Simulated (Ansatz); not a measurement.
`CN(C)B(O)O` + `[SiH3]S` → `OB(O)S[SiH3]` + `CNC`  (ligand exchange at a B–N bond)

Computed with Ansatz on PBE0-D4/def2-TZVP structures; ΔE is electronic, products minus reactants. CCSD(T)/CBS adds triple-zeta CCSD(T) − MP2 to the extrapolated MP2 energy (def2 sets, frozen cores). DFT in def2-TZVPP. HSE06 is defined as in plane-wave codes. One conformer a species, not always the lowest.

`CN(C)B(O)O`:

```xyz
14

C     0.419    1.382    0.490
N     0.027    0.150   -0.135
C    -0.084    0.247   -1.569
B    -0.232   -1.059    0.551
O    -0.601   -2.166   -0.178
O    -0.143   -1.220    1.918
H     0.493    1.284    1.575
H     1.398    1.722    0.128
H    -0.304    2.183    0.286
H    -0.384   -0.712   -1.985
H    -0.829    1.001   -1.858
H     0.873    0.539   -2.021
H    -0.748   -2.918    0.398
H     0.117   -0.434    2.399
```

`[SiH3]S`:

```xyz
6

Si   -0.454    0.111    0.245
S     1.359    0.517   -0.811
H    -1.373   -0.741   -0.552
H    -1.067    1.441    0.472
H    -0.192   -0.555    1.546
H     1.727   -0.773   -0.900
```

`OB(O)S[SiH3]`:

Cartesian coordinates in Å:
```
O 0.778 -0.748 -1.415
B -0.151 -1.237 -0.561
O -0.769 -2.389 -0.921
S -0.609 -0.470 1.066
Si 0.097 1.526 0.838
H 1.273 0.004 -1.082
H -1.461 -2.664 -0.317
H 0.190 2.117 2.193
H 1.452 1.520 0.214
H -0.801 2.342 -0.016
```

`CNC`:

Z-matrix (Å, degrees):
```
C
N 1 1.445
H 1 1.094 2 109.4
H 1 1.092 2 110.0 3 117.9
H 1 1.104 2 114.0 3 -120.2
C 2 1.445 1 112.8 3 65.3
H 2 1.011 1 109.8 3 -171.9
H 6 1.104 2 114.0 1 54.9
H 6 1.094 2 109.4 1 -65.3
H 6 1.092 2 110.0 1 176.8
```

(1) Is it downhill or uphill in electronic energy at CCSD(T)/CBS, and by how much? (Estimate.)

(2) What do these levels give: B97M-V, r2SCAN0-D4, HSE06-D4, BHLYP-D4, revPBE, r2SCAN0, LC-ωPBE, RPA@PBE/def2-TZVPP, MP2/def2-SVP, MP2/def2-QZVPP, MP2/CBS(def2), CCSD/CBS(def2)? (Best estimate.)

(3) What do rigid-rotor, harmonic-oscillator terms from PBE0-D4/def2-TZVP frequencies (298.15 K, 1 bar) make of the CCSD(T)/CBS value? (An estimate is asked.)

Largest T1 diagnostic among the species: 0.013.

Answers

(1) Computed: Uphill: ΔE = +44.5 kJ/mol.

(2) Computed: B97M-V 38.9, r2SCAN0-D4 42.4, HSE06-D4 38.6, BHLYP-D4 49.3, revPBE 29.6, r2SCAN0 42.1, LC-ωPBE 43.3, RPA@PBE/def2-TZVPP 46.6, MP2/def2-SVP 49.6, MP2/def2-QZVPP 42.2, MP2/CBS(def2) 41.5, CCSD/CBS(def2) 47.6 kJ/mol.

(3) Ansatz gave: ΔZPE = +8.5 kJ/mol, ΔH = +51.9 kJ/mol, ΔS = -7 J/(mol·K), ΔG = +54.1 kJ/mol. Modes under 50 cm⁻¹ make the entropy rough.

Leaving LDA and LC-ωPBE aside and taking each functional with its dispersion term where it has one, the values, not all of them listed here, spread over 19.1 kJ/mol, from revPBE-D4 to CAM-B3LYP-D4. LDA lies +12.5 kJ/mol from PBE without D4. In def2-TZVPP, CCSD(T) changes the Hartree–Fock value by −6.6 kJ/mol (the triples alone add −3.0 kJ/mol) and MP2 by −9.6 kJ/mol.
